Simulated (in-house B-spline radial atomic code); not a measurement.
RPA and G0W0 for K, [Ar] 4s1, highest spin, as one setting changes: the share of exact exchange in the PBE hybrid start. A dash marks a level of low quasi-particle weight. Computed with a B-spline radial code for spherical atoms: all electrons, scalar-relativistic (spin-free one-electron X2C), finite nucleus, each spin shell either full or empty, empty states to l = 9 with an (l + 1/2)⁻⁴ tail; G0W0 by contour deformation at full frequency.

RPA overbinds a lone outer s electron by self-correlation, and G0W0 tends to as well.

```tsv
share of exact exchange in the PBE hybrid start	mean-field level (eV)	G0W0 level (eV)	RPA correlation (Eh)
0	-2.542	-	-1.1706
0.1	?	?	?
0.2	-2.908	4s up -4.577	-1.1319
0.3	-3.089	4s up -4.601	-1.1144
0.4	-3.268	4s up -4.610	-1.0979
0.5	-3.445	4s up -4.610	-1.0822
0.6	?	?	?
0.7	-3.795	4s up -4.595	-1.053
0.8	-3.967	4s up -4.583	-1.0395
0.9	-4.138	4s up -4.570	-1.0264
1	-4.307	4s up -4.557	-1.014
```

Question: What belongs in the row for 0.6?

Answer: mean-field level (eV): -3.621; G0W0 level (eV): 4s up -4.604; RPA correlation (Eh): -1.0673.

Question: What belongs in the row for 0.1?

Answer: mean-field level (eV): -2.726; G0W0 level (eV): -; RPA correlation (Eh): -1.1506.
